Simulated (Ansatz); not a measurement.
Reaction (ligand exchange at the In–Cl bond): `[F][In]([F])[Cl]` + H₂Se → `[F][In]([F])[SeH]` + HCl

Gas-phase electronic energies from Ansatz, PBE0-D4/def2-TZVP geometries. CCSD(T)/CBS is the MP2 limit (def2-TZVPP, def2-QZVPP) plus CCSD(T) − MP2 in def2-TZVPP, frozen cores. This one scheme is used for every species. def2 core potentials past Kr. For In, Se outer-core shells are correlated without core-valence functions, which leaves a few kJ/mol of doubt a bond. Scalar relativity is left out up to krypton. Each species was taken in one conformer, which may not be the lowest.

`[F][In]([F])[Cl]`:

```xyz
4

F    -0.993   -1.203    1.172
In   -0.041    0.014    0.028
F    -0.728    1.810    0.011
Cl    1.761   -0.621   -1.210
```

H₂Se:

```xyz
3

Se    0.103   -0.480   -0.477
H    -0.477    0.867   -0.485
H     0.375   -0.387    0.962
```

`[F][In]([F])[SeH]`:

Z-matrix (Å, degrees):
```
In
F 1 1.934
Se 1 2.459 2 124.0
F 1 1.932 2 111.5 3 180.0
H 3 1.471 1 89.9 2 -0.0
```

HCl:

```xyz
2

Cl    0.481   -0.288    0.308
H    -0.481    0.288   -0.308
```

```tsv
species	CCSD(T)/def2-SVP energy (Eh)
`[F][In]([F])[Cl]`	-847.98568
H₂Se	-2400.97103
`[F][In]([F])[SeH]`	-2788.85643
HCl	-460.10218
```

Question: Work out ΔE.

Answer: ΔE = (-2788.85643) + (-460.10218) − (-847.98568) − (-2400.97103) = -0.00190 Eh = -0.05 eV. CCSD(T)/CBS gives -0.16 eV.

Largest T1 diagnostic among the species: 0.016.

Leaving LDA and LC-ωPBE aside and taking each functional with its dispersion term where it has one, the values, not all of them listed here, spread over 0.13 eV, from PBE-D4 to B97M-V. LDA lies −0.05 eV from PBE without D4. From BLYP to BHLYP (50 % exact exchange), in def2-TZVPP and without D4, ΔE moves by +0.04 eV. In def2-TZVPP, CCSD(T) changes the Hartree–Fock value by −0.14 eV (the triples alone add −0.01 eV) and MP2 by −0.18 eV.
